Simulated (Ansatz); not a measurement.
Input file for Ansatz (a program for electronic structure): R-B3LYP-D3(BJ)/def2-TZVP on FHTe (SMILES F[TeH]). Elements past Kr take the def2 small-core potentials; no spin–orbit coupling.

Ansatz 0.2 input:
```yaml
crystal:
  periodic: [false, false, false]
  atoms:
    - {symbol: Te, position_ang: [0.12652460, -0.07102509, 0.85461724]}
    - {symbol: H, position_ang: [1.14498816, -0.28739342, -0.40783293]}
    - {symbol: F, position_ang: [-1.28809713, 0.38210430, -0.48194413]}
basis:
  gaussian:
    orbitals: def2-TZVP
hamiltonian:
  xc: b3lyp
  dispersion: d3bj
relax: {f_tol: 0.003, max_steps: 120}
```

Program output:

```
WARN ansatz: RAYON_NUM_THREADS=1 ignored (pool sized by the plan → 1); use --threads N
Functional definition: B3LYP
integrals: 0.02 GiB planned
623 factors; their error is unknown
mean field: 0.20 GiB planned
mean field evaluation 1: about -10027.4274 eV, gradient 3.8e1 eV
mean field evaluation 2: about -10014.0119 eV, gradient 9.8e1 eV
mean field evaluation 4: about -10029.6446 eV, gradient 3.4e0 eV
mean field evaluation 8: about -10029.6613 eV, gradient 2.0e-2 eV
mean field evaluation 16: about -10029.7707 eV, gradient 2.6e-5 eV
mean field -10029.77071725 eV, -368.5872754361 hartree, gradient 2.6e-5 eV, S^2 0.000000; 0 other end points of the search recorded, 0 dependent functions left out
the calculation of the forces begins
reference -10029.77089792 eV, -368.5872820756 hartree; 17, 17 occupied and 70, 70 virtual orbitals, 623 factors
relax step   1: F+E_penalty+E_count = -10029.82963491 eV  Δ(F+E_penalty+E_count) = +0.000e0 eV  max|allowed force component| = 1.216e0 eV/Å  Δτ_max = 0.0000 Å  (29 SCF iters, accepted)
these checks for a lower state are left out or cut short: starts, cluster_reference, orbital_swaps, neighbouring_geometries, increment
integrals: 0.02 GiB planned
623 factors; their error is unknown
mean field: 0.20 GiB planned
mean field -10029.82361339 eV, -368.5892193336 hartree, gradient 2.5e-5 eV, S^2 0.000000; 0 other end points of the search recorded, 0 dependent functions left out
the calculation of the forces begins
reference -10029.82379533 eV, -368.5892260195 hartree; 17, 17 occupied and 70, 70 virtual orbitals, 623 factors
relax step   2: F+E_penalty+E_count = -10029.88208724 eV  Δ(F+E_penalty+E_count) = -5.245e-2 eV  max|allowed force component| = 3.973e-1 eV/Å  Δτ_max = 0.1400 Å  (30 SCF iters, accepted)
these checks for a lower state are left out or cut short: starts, cluster_reference, orbital_swaps, neighbouring_geometries, increment
integrals: 0.02 GiB planned
623 factors; their error is unknown
mean field: 0.20 GiB planned
mean field evaluation 32: about -10029.8460 eV, gradient 1.4e-5 eV
mean field -10029.84599896 eV, -368.5900419878 hartree, gradient 1.4e-5 eV, S^2 0.000000; 0 other end points of the search recorded, 0 dependent functions left out
the calculation of the forces begins
reference -10029.84617997 eV, -368.5900486399 hartree; 17, 17 occupied and 70, 70 virtual orbitals, 623 factors
relax step   3: F+E_penalty+E_count = -10029.90478906 eV  Δ(F+E_penalty+E_count) = -2.270e-2 eV  max|allowed force component| = 4.654e-2 eV/Å  Δτ_max = 0.0693 Å  (33 SCF iters, accepted)
these checks for a lower state are left out or cut short: starts, cluster_reference, orbital_swaps, neighbouring_geometries, increment
integrals: 0.02 GiB planned
623 factors; their error is unknown
mean field: 0.20 GiB planned
mean field -10029.84606468 eV, -368.5900444033 hartree, gradient 1.4e-5 eV, S^2 0.000000; 0 other end points of the search recorded, 0 dependent functions left out
the calculation of the forces begins
reference -10029.84624567 eV, -368.5900510543 hartree; 17, 17 occupied and 70, 70 virtual orbitals, 623 factors
relax step   4: F+E_penalty+E_count = -10029.90485588 eV  Δ(F+E_penalty+E_count) = -6.681e-5 eV  max|allowed force component| = 4.883e-3 eV/Å  Δτ_max = 0.0018 Å  (33 SCF iters, accepted)
these checks for a lower state are left out or cut short: starts, cluster_reference, orbital_swaps, neighbouring_geometries, increment
integrals: 0.02 GiB planned
623 factors; their error is unknown
mean field: 0.20 GiB planned
mean field -10029.84606563 eV, -368.5900444381 hartree, gradient 1.4e-5 eV, S^2 0.000000; 0 other end points of the search recorded, 0 dependent functions left out
the calculation of the forces begins
reference -10029.84624662 eV, -368.5900510892 hartree; 17, 17 occupied and 70, 70 virtual orbitals, 623 factors
relax step   5: F+E_penalty+E_count = -10029.90485667 eV  Δ(F+E_penalty+E_count) = -7.943e-7 eV  max|allowed force component| = 7.933e-6 eV/Å  Δτ_max = 0.0002 Å  (34 SCF iters, accepted)
integrals: 0.02 GiB planned
623 factors; their error is unknown
mean field: 0.20 GiB planned
mean field evaluation 64: about -10029.7370 eV, gradient 1.4e-1 eV
mean field -10029.84606563 eV, -368.5900444381 hartree, gradient 1.4e-5 eV, S^2 0.000000; 1 other end points of the search recorded, 0 dependent functions left out
the calculation of the forces begins
reference -10029.84624662 eV, -368.5900510892 hartree; 17, 17 occupied and 70, 70 virtual orbitals, 623 factors
Total energy: -10029.90503766 eV, -368.5922116202 hartree
Atom 0 at     0.085886    -0.057483     0.805604 Å, force     0.000008    -0.000002     0.000008 eV/Å
Atom 1 at     1.212560    -0.306327    -0.398878 Å, force    -0.000001     0.000000    -0.000001 eV/Å
Atom 2 at    -1.315030     0.387497    -0.441886 Å, force    -0.000006     0.000002    -0.000007 eV/Å
Dipole moment:     0.379017    -0.118217     0.293518 e Å
```

Self-consistency was reached.

Cost: around 8 core-seconds (rough).
